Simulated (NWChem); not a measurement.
All runs are NWChem calculations. System: H₆BNO, charge 0, spin multiplicity 1, at a geometry optimised with PBE/def2-SVP. The structure started from a generated list of species. Level: G0W0@PBE/def2-TZVP, RI basis def2-tzvp-rifit.

Output (cleaned and shortened):

```
             Northwest Computational Chemistry Package (NWChem) 7.3.0
             --------------------------------------------------------

                                NWChem Input Module
                                -------------------

 Scaling coordinates for geometry "geometry" by  1.889725989
 (inverse scale =  0.529177249)

                             Geometry "geometry" -> ""
                             -------------------------

 Output coordinates in angstroms (scale by  1.889725989 to convert to a.u.)

  No.       Tag          Charge          X              Y              Z
 ---- ---------------- ---------- -------------- -------------- --------------
    1 B                    5.0000    -0.50302400    -0.18110400     0.43983400
    2 H                    1.0000    -0.26347100    -1.07645300     1.26172000
    3 H                    1.0000    -1.68011700    -0.14718600     0.04570200
    4 O                    8.0000     0.12152900     1.07031900     0.75915500
    5 H                    1.0000    -0.43828800     1.80961800     0.47584000
    6 N                    7.0000     0.33333000    -0.78541600    -0.92044200
    7 H                    1.0000     0.18496700    -0.21823400    -1.76848100
    8 H                    1.0000     0.06330600    -1.75740400    -1.12982200
    9 H                    1.0000     1.34318300    -0.76946300    -0.71427400

 Effective nuclear repulsion energy (a.u.)      77.3432517579

            Nuclear Dipole moment (a.u.)
            ----------------------------
        X                 Y               Z
 ---------------- ---------------- ----------------
     0.0000037795    -0.0000037795     0.0000018897


 Summary of "ao basis" -> "" (spherical)
 ------------------------------------------------------------------------------
       Tag                 Description            Shells   Functions and Types
 ---------------- ------------------------------  ------  ---------------------
 *                         def2-tzvp                  on all atoms

 new library libraries.bse/

 Summary of "ri basis" -> "" (spherical)
 ------------------------------------------------------------------------------
       Tag                 Description            Shells   Functions and Types
 ---------------- ------------------------------  ------  ---------------------
 *                      def2-tzvp-rifit               on all atoms

  pbe96 is a nonlocal functional; adding pw91lda local functional.

                                 NWChem DFT Module
                                 -----------------

 Summary of "ao basis" -> "ao basis" (spherical)
 ------------------------------------------------------------------------------
       Tag                 Description            Shells   Functions and Types
 ---------------- ------------------------------  ------  ---------------------
 B                         def2-tzvp                11       31   5s3p2d1f
 H                         def2-tzvp                 4        6   3s1p
 O                         def2-tzvp                11       31   5s3p2d1f
 N                         def2-tzvp                11       31   5s3p2d1f

 Summary of "ao basis" -> "ao basis" (spherical)
 ------------------------------------------------------------------------------
       Tag                 Description            Shells   Functions and Types
 ---------------- ------------------------------  ------  ---------------------
 B                         def2-tzvp                11       31   5s3p2d1f
 H                         def2-tzvp                 4        6   3s1p
 O                         def2-tzvp                11       31   5s3p2d1f
 N                         def2-tzvp                11       31   5s3p2d1f

            General Information
            -------------------
          SCF calculation type: DFT
          Wavefunction type:  closed shell.
          No. of atoms     :     9
          No. of electrons :    26
           Alpha electrons :    13
            Beta electrons :    13
          Charge           :     0
          Spin multiplicity:     1
          Use of symmetry is: off; symmetry adaption is: off
          Maximum number of iterations: 100
[...]
    51      0.248981  4 O  pz                 7     -0.215801  1 B  py
    54      0.202123  4 O  pz                33      0.199293  2 H  s
    50      0.154091  4 O  py                49      0.141867  4 O  px
    57      0.140235  4 O  pz                 8      0.122900  1 B  pz
    32      0.122433  2 H  s                 53      0.121015  4 O  py

 Vector   12  Occ=2.000000D+00  E=-2.252027D-01
              MO Center= -4.4D-01,  4.1D-01,  3.5D-01, r^2= 2.2D+00
   Bfn.  Coefficient  Atom+Function         Bfn.  Coefficient  Atom+Function
  ----- ------------  ---------------      ----- ------------  ---------------
    49      0.304071  4 O  px                52      0.245270  4 O  px
    39      0.222127  3 H  s                 55      0.199320  4 O  px
    85     -0.168147  6 N  s                  6     -0.167293  1 B  px
    40      0.161226  3 H  s                 51     -0.144527  4 O  pz
     5      0.141845  1 B  s                 38      0.134388  3 H  s

 Vector   13  Occ=2.000000D+00  E=-2.081139D-01
              MO Center= -1.6D-01,  1.6D-01,  7.3D-01, r^2= 2.3D+00
   Bfn.  Coefficient  Atom+Function         Bfn.  Coefficient  Atom+Function
  ----- ------------  ---------------      ----- ------------  ---------------
    51      0.336231  4 O  pz                54      0.271804  4 O  pz
    57      0.239424  4 O  pz                34     -0.211653  2 H  s
    33     -0.179987  2 H  s                 85      0.159349  6 N  s
    32     -0.131199  2 H  s                 40      0.113442  3 H  s
     6     -0.111125  1 B  px                 8     -0.111494  1 B  pz

 Vector   14  Occ=0.000000D+00  E=-2.548227D-02
              MO Center=  4.7D-01, -8.4D-01, -1.3D+00, r^2= 4.5D+00
   Bfn.  Coefficient  Atom+Function         Bfn.  Coefficient  Atom+Function
  ----- ------------  ---------------      ----- ------------  ---------------
    85      2.036843  6 N  s                114     -0.889561  7 H  s
   120     -0.790419  8 H  s                126     -0.705636  9 H  s
     5     -0.300709  1 B  s                 83      0.240015  6 N  s
    11      0.212597  1 B  pz                14      0.166224  1 B  pz
     9     -0.152262  1 B  px                77     -0.125796  5 H  s

 Vector   15  Occ=0.000000D+00  E= 2.774767D-02
              MO Center= -4.8D-01,  3.7D-01, -4.1D-01, r^2= 6.7D+00
   Bfn.  Coefficient  Atom+Function         Bfn.  Coefficient  Atom+Function
  ----- ------------  ---------------      ----- ------------  ---------------
   120      0.918071  8 H  s                 48      0.855563  4 O  s
   114     -0.731935  7 H  s                 13     -0.722704  1 B  py
    77     -0.562493  5 H  s                 93      0.559281  6 N  py
    34     -0.375205  2 H  s                 85     -0.318099  6 N  s
    94     -0.285136  6 N  pz                 4      0.267427  1 B  s

 Vector   16  Occ=0.000000D+00  E= 4.383976D-02
              MO Center=  1.0D+00, -1.0D+00, -6.9D-01, r^2= 4.5D+00
   Bfn.  Coefficient  Atom+Function         Bfn.  Coefficient  Atom+Function
  ----- ------------  ---------------      ----- ------------  ---------------
   126      1.736497  9 H  s                120     -1.006373  8 H  s
    92     -0.760755  6 N  px                 5     -0.460868  1 B  s
   114     -0.430931  7 H  s                 12      0.423808  1 B  px
    94     -0.388252  6 N  pz                 4      0.385400  1 B  s
    40      0.342355  3 H  s                 93     -0.308034  6 N  py

 center of mass
 --------------
 x =   0.01112193 y =   0.07837635 z =   0.09045135

 moments of inertia (a.u.)
 ------------------
         233.477020337140           7.330517625094          25.929179177214
           7.330517625094         140.815905585769         -87.796554846976
          25.929179177214         -87.796554846976         160.807079526481

     Multipole analysis of the density
     ---------------------------------

     L   x y z        total         alpha         beta         nuclear
     -   - - -        -----         -----         ----         -------
     0   0 0 0     -0.000000    -13.000000    -13.000000     26.000000

     1   1 0 0      0.536062      0.268029      0.268029      0.000004
     1   0 1 0     -0.461383     -0.230690     -0.230690     -0.000004
     1   0 0 1     -1.786344     -0.893173     -0.893173      0.000002

     2   2 0 0    -16.177415    -20.744113    -20.744113     25.310810
     2   1 1 0     -2.552930      1.908750      1.908750     -6.370430
     2   1 0 1     -0.936438      7.551747      7.551747    -16.039932
     2   0 2 0    -12.785373    -45.371039    -45.371039     77.956704
     2   0 1 1      1.451287    -23.521559    -23.521559     48.494404
     2   0 0 2    -14.971855    -40.059310    -40.059310     65.146764

 Task  times  cpu:       21.1s     wall:       21.1s

                                NWChem Input Module
                                -------------------

                                 NWChem GW Module
                                 ----------------

                             ***********************
                             ***        GW       ***
                             ***********************

 Summary of "ri basis" -> "ri basis" (spherical)
 ------------------------------------------------------------------------------
       Tag                 Description            Shells   Functions and Types
 ---------------- ------------------------------  ------  ---------------------
 B                      def2-tzvp-rifit             22       76   8s6p4d3f1g
 H                      def2-tzvp-rifit              7       15   4s2p1d
 O                      def2-tzvp-rifit             22       76   8s6p4d3f1g
 N                      def2-tzvp-rifit             22       76   8s6p4d3f1g

                 Memory Information
                 ------------------
          Available GA per process is          1699.9 MBs
          Available stack per process is        700.0 MBs
          Available heap per process is           0.0 MBs

          Peak memory in Initialization
              Peak GA per process is                  5.6 MBs
              Peak stack per process is               0.2 MBs
              Peak heap per process is                5.9 MBs
              Memory not in MA per process            0.0 MBs

          Peak memory in AFF Calculation
              Peak GA per process is                 25.6 MBs
              Peak stack per process is              17.3 MBs
              Peak heap per process is                0.0 MBs
              Memory not in MA per process           17.3 MBs

          Computing 2-center integrals
          Computing Inverse Cholesky factor
          Computing 3-center integrals
          Computing V_xc ...

          Computing Sigma_x
          Computing RPA polarizability
          Solving quasiparticle equations

                  Alpha Orbitals
          State     Energy (eV)     Error (eV)
          -----------------------------------
@GW        10        -12.396           0.003
@GW        11        -11.291           0.004
@GW        12         -9.607           0.002
@GW        13         -9.134           0.002
@GW        14          1.882           0.002
@GW        15          3.318           0.002

   Applying  -3.4711 eV scissor-shift to rest of particle states

   Applying   2.5756 eV scissor-shift to rest of hole states

     GW Timing Statistics
   ------------------------
   Init.   :          0.1s
     ERIs  :          1.0s
     Distr.:          0.0s
     Vxc   :          0.7s
   Sigma_x :          0.0s
   RPA     :          0.7s
   Wmn     :          0.0s
   Sigma_c :          0.0s
   GW total:          2.5s

 Task  times  cpu:        2.5s     wall:        2.5s

 Total times  cpu:       23.6s     wall:       23.6s
```

Write an NWChem input that would produce this output.

Several could match; the one computed here: 
```
start mol
memory heap 200 mb stack 700 mb global 1700 mb
geometry units angstroms nocenter noautoz noautosym
  B     -0.503024    -0.181104     0.439834
  H     -0.263471    -1.076453     1.261720
  H     -1.680117    -0.147186     0.045702
  O      0.121529     1.070319     0.759155
  H     -0.438288     1.809618     0.475840
  N      0.333330    -0.785416    -0.920442
  H      0.184967    -0.218234    -1.768481
  H      0.063306    -1.757404    -1.129822
  H      1.343183    -0.769463    -0.714274
end
basis spherical
  * library def2-tzvp
end
basis "ri basis" bse spherical
  * library def2-tzvp-rifit
end
dft
  xc xpbe96 cpbe96
  iterations 100
  direct
  tolerances tight
end
task dft energy
gw
  states alpha occ 4 vir 2
end
task dft gw
```
